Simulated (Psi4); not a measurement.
C3H9Cl2GaSi (SMILES C[Si](C)(C)[Ga]([Cl])[Cl]), singlet, geometry from GFN2-xTB (such geometries of metal compounds can be far from the true shape), atoms displaced at random by about 0.03 Å a coordinate; B3LYP/STO-3G, gradient (Psi4).

Psi4 was given this input:
```
memory 2 GB

molecule {
0 1
  Ga   -0.01603487    0.68825795   -0.05341059
  Cl    1.47089882    1.83860961   -1.04440906
  Cl   -1.46577271    2.01172016    0.73558057
  Si   -0.02268909   -1.68665075    0.16853902
  C    -1.83258744   -2.26540521    0.38733971
  C     1.05973090   -2.15755169    1.69349737
  C     0.77694606   -2.49429116   -1.37479670
  H    -1.95297994   -3.37804244    0.57416096
  H    -2.27999250   -1.69384871    1.24484383
  H    -2.42400162   -2.02896500   -0.51170772
  H     0.58404238   -1.66990813    2.60010218
  H     2.05914310   -1.77830113    1.58914038
  H     1.07826448   -3.20383744    1.90668336
  H     1.70429210   -1.98358626   -1.58168012
  H     0.17826951   -2.22006734   -2.27380485
  H     0.90792632   -3.52855875   -1.33007353
symmetry c1
no_reorient
no_com
}

set basis sto-3g

gradient('b3lyp')
print_variables()
```

It wrote (shortened):

```
gradient() will perform analytic gradient computation.

   => Loading Basis Set <=

    Name: STO-3G
    Role: ORBITAL
    Keyword: BASIS

         ---------------------------------------------------------
                                   SCF
               by Justin Turney, Rob Parrish, Andy Simmonett
                          and Daniel G. A. Smith
                              RKS Reference
         ---------------------------------------------------------

  ==> Geometry <==

    Molecular point group: c1
    Full point group: C1

    Geometry (in Angstrom), charge = 0, multiplicity = 1:

       Center              X                  Y                   Z               Mass
    ------------   -----------------  -----------------  -----------------  -----------------
         GA          -0.016034870000     0.688257950000    -0.053410590000    68.925573500000
         CL           1.470898820000     1.838609610000    -1.044409060000    34.968852682000
         CL          -1.465772710000     2.011720160000     0.735580570000    34.968852682000
         SI          -0.022689090000    -1.686650750000     0.168539020000    27.976926534650
         C           -1.832587440000    -2.265405210000     0.387339710000    12.000000000000
         C            1.059730900000    -2.157551690000     1.693497370000    12.000000000000
         C            0.776946060000    -2.494291160000    -1.374796700000    12.000000000000
         H           -1.952979940000    -3.378042440000     0.574160960000     1.007825032230
         H           -2.279992500000    -1.693848710000     1.244843830000     1.007825032230
         H           -2.424001620000    -2.028965000000    -0.511707720000     1.007825032230
         H            0.584042380000    -1.669908130000     2.600102180000     1.007825032230
         H            2.059143100000    -1.778301130000     1.589140380000     1.007825032230
         H            1.078264480000    -3.203837440000     1.906683360000     1.007825032230
         H            1.704292100000    -1.983586260000    -1.581680120000     1.007825032230
         H            0.178269510000    -2.220067340000    -2.273804850000     1.007825032230
         H            0.907926320000    -3.528558750000    -1.330073530000     1.007825032230

  Running in c1 symmetry.

  Rotational constants: A =      0.04504  B =      0.02384  C =      0.01841 [cm^-1]
  Rotational constants: A =   1350.13514  B =    714.71870  C =    551.96725 [MHz]
[...]
  @DF-RKS Final Energy: -3217.23486744218644
    Total Energy =                      -3217.2348674421864416
[...]

    Exchange Hybrid     =           TRUE
    MP2 Hybrid          =          FALSE

   => Exchange Functionals <=

    0.0800   Slater exchange
    0.7200         Becke 88

   => Exact (HF) Exchange <=

    0.2000               HF

   => Correlation Functionals <=

    0.1900   Vosko, Wilk & Nusair (VWN5_RPA)
    0.8100   Lee, Yang & Parr

   => LibXC Density Thresholds  <==

    XC_HYB_GGA_XC_B3LYP:  1.00E-15

   => Molecular Quadrature <=

    Radial Scheme          =       TREUTLER
    Pruning Scheme         =           NONE
    Nuclear Scheme         =       TREUTLER

    Blocking Scheme        =         OCTREE
    BS radius alpha        =              1
    Pruning alpha          =              1
    Radial Points          =             75
    Spherical Points       =            302
    Total Points           =         334803
    Total Blocks           =           2508
    Max Points             =            256
    Max Functions          =             58
    Weights Tolerance      =       1.00E-15

  -Total Gradient:
     Atom            X                  Y                   Z
    ------   -----------------  -----------------  -----------------
       1       -0.000952884163    -0.015865515275     0.001564335386
       2        0.023248888252     0.016764482212    -0.015440700162
       3       -0.022485615984     0.019078658443     0.012324952389
       4       -0.009130057465     0.006889789457     0.000324392254
       5        0.001541261413     0.006817277020    -0.013403307765
       6        0.048007852056    -0.039483785976    -0.012417777434
       7        0.032949941114    -0.070825220817     0.011968701801
       8       -0.006532281086    -0.025857913421     0.001457040738
       9       -0.003891506526     0.013429975443     0.013098083645
      10       -0.001362192288    -0.000416788159    -0.002032319173
      11       -0.014956602715     0.009379249652     0.017947779495
      12       -0.018154420859    -0.004664128191     0.001106338340
      13       -0.001873953631     0.025831476092     0.001811534967
      14       -0.020717825994     0.001371512882    -0.003840925536
      15        0.000528098576     0.012132286975    -0.010256999592
      16       -0.006060795927     0.046292816767    -0.004216931561

  Variable Map:
  ----------------------------------------------------------------------------
[...]
  Array Variable Map:
  ----------------------------------------------------------------------------
[...]
[...]
```
